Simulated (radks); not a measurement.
Question: The chromium ion Cr13+, 11 electrons, occupied as [Ne] 3s1 (the NIST ground configuration). All-electron calculation, Dirac Kohn-Sham, BLYP, spin-unpolarised, spherical densities, finite nucleus; Fermi nuclear charge, rms radius 3.6452 fm. Program: a radial shooting solver on a logarithmic mesh with Libxc functionals. Some entries of the table are withheld. Estimate them.

orbital  occ.  eigenvalue (eV)  <1/r> (bohr^-1)  <r> (bohr)
1s1/2       2        -6271.505              (1)         (2)
2s1/2       2        -1034.255              (3)      0.2891
2p1/2       2              (4)            5.076      0.2534
2p3/2       4              (5)            5.000      0.2561
3s1/2       1        -370.3941            1.933      0.7501

Answer: 
(1) 1s1/2 <1/r> (bohr^-1): 23.89
(2) 1s1/2 <r> (bohr): 0.06351
(3) 2s1/2 <1/r> (bohr^-1): 5.134
(4) 2p1/2 eigenvalue (eV): -937.3605
(5) 2p3/2 eigenvalue (eV): -928.4151
